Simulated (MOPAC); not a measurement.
MOPAC input (PM3):

```
PM3 FORCE THERMO(298,298) PRECISE LET CHARGE=-1 GEO-OK AUX(PRECISION=9) THREADS=1
C4H2ISe

I     1.74801751 1   -0.86894961 1    0.44727821 1
C    -0.08230735 1   -0.16919983 1    0.03424275 1
C    -1.18996071 1   -1.00224847 1    0.11500772 1
C    -2.36002104 1   -0.52082486 1   -0.15800589 1
Se   -2.06390947 1    1.40362173 1   -0.62750468 1
C    -0.21406906 1    1.11154597 1   -0.31933078 1
H    -3.38710644 1   -0.83723983 1   -0.20314740 1
H     0.53421139 1    1.88168169 1   -0.42847159 1
```

Output:

```
 *******************************************************************************
 **                                                                           **
 **                              MOPAC v23.2.5                                **
 **                                                                           **
 *******************************************************************************
 ** MOPAC's Digital Object Identifier: https://doi.org/10.5281/zenodo.6511958 **
 **                                                                           **
 ** Please cite the open-source release paper for use of this MOPAC version:  **
 ** J. E. Moussa and J. J. P. Stewart (2026)                                  **
 ** MOPAC: An open-source semiempirical molecular orbital program             **
 ** J. Open Source Softw., 11(119), 8025, https://doi.org/10.21105/joss.08025 **
 *******************************************************************************

                              PM3 CALCULATION RESULTS

 *******************************************************************************
 *  PM3        - The PM3 Hamiltonian to be used
 *  GEO-OK     - OVERRIDE INTERATOMIC DISTANCE AND OTHER SAFETY CHECKS
 *
 *
 *
 *                 CHARGE ON SYSTEM = -1
 *
 *
 *
 *  LET        - OVERRIDE SOME SAFETY CHECKS
 *  PRECISE    - TIGHTER CRITERIA TO BE USED
 *  FORCE      - FORCE CALCULATION SPECIFIED
 *  AUX        - OUTPUT AUXILIARY INFORMATION
 *  THERMO     - THERMODYNAMIC QUANTITIES TO BE CALCULATED
 *******************************************************************************
PM3 FORCE THERMO(298,298) PRECISE LET CHARGE=-1 GEO-OK AUX(PRECISION=9) THREADS=1
 C4H2ISe

   ATOM   CHEMICAL          X               Y               Z
  NUMBER   SYMBOL      (ANGSTROMS)     (ANGSTROMS)     (ANGSTROMS)

     1       I          1.74801751  *  -0.86894961  *   0.44727821  *
     2       C         -0.08230735  *  -0.16919983  *   0.03424275  *
     3       C         -1.18996071  *  -1.00224847  *   0.11500772  *
     4       C         -2.36002104  *  -0.52082486  *  -0.15800589  *
     5      Se         -2.06390947  *   1.40362173  *  -0.62750468  *
     6       C         -0.21406906  *   1.11154597  *  -0.31933078  *
     7       H         -3.38710644  *  -0.83723983  *  -0.20314740  *
     8       H          0.53421139  *   1.88168169  *  -0.42847159  *

          CARTESIAN COORDINATES

    NO.       ATOM           X           Y           Z

     1         I          1.7480     -0.8689      0.4473
     2         C         -0.0823     -0.1692      0.0342
     3         C         -1.1900     -1.0022      0.1150
     4         C         -2.3600     -0.5208     -0.1580
     5        Se         -2.0639      1.4036     -0.6275
     6         C         -0.2141      1.1115     -0.3193
     7         H         -3.3871     -0.8372     -0.2031
     8         H          0.5342      1.8817     -0.4285

  H: (PM3): J. J. P. STEWART, J. COMP. CHEM. 10, 209 (1989).
[...]
 EFFECTIVE MASS      3.2693
 FORCE CONSTANT      0.4743

 VIBRATION         14    9A'         ATOM PAIR     ENERGY CONTRIBUTION    RADIAL
 FREQUENCY          1379.19         C 2 -- C 3         +25.5% ( 85.5%)     98.3%
 TRANSITION DIPOLE   6.6338         C 2 -- C 6         +15.3% ( 66.2%)      6.4%
 TRAVEL (Ang.)       0.1052         I 1 -- C 2         +13.6% ( 62.4%)     75.8%
 REDUCED MASS        4.4200         C 2 -- Se5         +13.5% ( 62.1%)     46.0%
 EFFECTIVE MASS     11.8582
 FORCE CONSTANT      4.9535

 VIBRATION         15   10A'         ATOM PAIR     ENERGY CONTRIBUTION    RADIAL
 FREQUENCY          1746.82         C 2 -- C 6         +29.2% ( 89.7%)    100.0%
 TRANSITION DIPOLE   3.6462         C 2 -- C 3         +10.2% ( 53.1%)      3.8%
 TRAVEL (Ang.)       0.1024         C 3 -- C 4          +9.0% ( 49.8%)     99.4%
 REDUCED MASS        3.6819         I 1 -- C 2          +8.8% ( 49.3%)     20.7%
 EFFECTIVE MASS     12.0371
 FORCE CONSTANT      6.6193

 VIBRATION         16   11A'         ATOM PAIR     ENERGY CONTRIBUTION    RADIAL
 FREQUENCY          1839.30         C 3 -- C 4         +28.3% ( 86.0%)     93.1%
 TRANSITION DIPOLE   5.1026         C 2 -- C 3         +18.3% ( 69.2%)     95.1%
 TRAVEL (Ang.)       0.0968         C 3 -- Se5         +11.1% ( 54.0%)     16.0%
 REDUCED MASS        3.9119         I 1 -- C 3         +11.1% ( 53.9%)     99.4%
 EFFECTIVE MASS     11.9562
 FORCE CONSTANT      7.7973

 VIBRATION         17   12A'         ATOM PAIR     ENERGY CONTRIBUTION    RADIAL
 FREQUENCY          3207.00         C 6 -- H 8         +95.2% ( 99.8%)    100.0%
 TRANSITION DIPOLE   0.4982         C 2 -- C 6          +1.6% ( 12.8%)     54.5%
 TRAVEL (Ang.)       0.1509         I 1 -- C 6          +1.4% ( 12.3%)      1.3%
 REDUCED MASS        0.9234         Se5 -- C 6          +1.4% ( 12.2%)     24.0%
 EFFECTIVE MASS      1.5327
 FORCE CONSTANT      5.5957

 VIBRATION         18   13A'         ATOM PAIR     ENERGY CONTRIBUTION    RADIAL
 FREQUENCY          3222.93         C 4 -- H 7         +95.5% ( 99.7%)    100.0%
 TRANSITION DIPOLE   0.2820         C 3 -- C 4          +2.2% ( 15.0%)     72.0%
 TRAVEL (Ang.)       0.1504         C 4 -- Se5          +1.9% ( 14.0%)     11.0%
 REDUCED MASS        0.9246         C 6 -- H 8          +0.3% (  5.8%)    100.0%
 EFFECTIVE MASS      1.6130
 FORCE CONSTANT      5.6585

      SYMMETRY NUMBER FOR POINT-GROUP Cs  =  1

          SYSTEM IS A GROUND STATE

 C4H2ISe

          MOLECULE IS NOT LINEAR

          THERE ARE 18 GENUINE VIBRATIONS IN THIS SYSTEM
          THIS THERMODYNAMICS CALCULATION IS LIMITED TO
          MOLECULES WHICH HAVE NO INTERNAL ROTATIONS

                    CALCULATED THERMODYNAMIC PROPERTIES
                                          *
   TEMP. (K)   PARTITION FUNCTION   H.O.F.    ENTHALPY  HEAT CAPACITY ENTROPY
                                   KCAL/MOL   CAL/MOLE    CAL/K/MOL  CAL/K/MOL

 298.00  VIB.     0.8837D+01                  1993.0429    14.5357    11.0181
         ROT.     0.7755D+06                   888.2803     2.9808    29.9299
         INT.     0.6853D+07                  2881.3232    17.5165    40.9480
         TRA.     0.3958D+28                  1480.4672     4.9680    42.5169
         TOT.                       47.663    4361.7904    22.4845    83.4649

   *: NOTE: HEATS OF FORMATION ARE RELATIVE TO THE
            ELEMENTS IN THEIR STANDARD STATE AT 298K
              (=  Standard Enthalpy of Formation).

            Hvib:  Zero-point energy is not included.
                   frequencies of less than zero cm-1 are not included.
            Hrot = (3/2)RT
            Htra = (3/2)RT + pV = (5/2)RT

            Heat capacity is Cp, not Cv

          For more information, see: HTTP://OpenMOPAC.net/Manual/thermochemistry.html

           FORCE CONSTANT IN CARTESIAN COORDINATES (Millidynes/A)

    ATOM   CHEMICAL       X               Y               Z
   NUMBER   SYMBOL  FORCE CONSTANT  FORCE CONSTANT  FORCE CONSTANT

      1       I        4.561701        0.326560        0.086729
      2       C        9.388983       13.193975        1.628576
      3       C       13.233242        6.305799        1.100626
      4       C       15.213053        4.210656        1.134195
      5      Se        3.752979        2.305089        0.285914
      6       C        6.332495       14.493297        1.400532
      7       H        3.655990        2.558017        0.237550
      8       H        1.218226        4.965394        0.290538

 **********************
 *                    *
 * JOB ENDED NORMALLY *
 *                    *
 **********************

 == MOPAC DONE ==
```

The dipole moment of an ion depends on the origin.
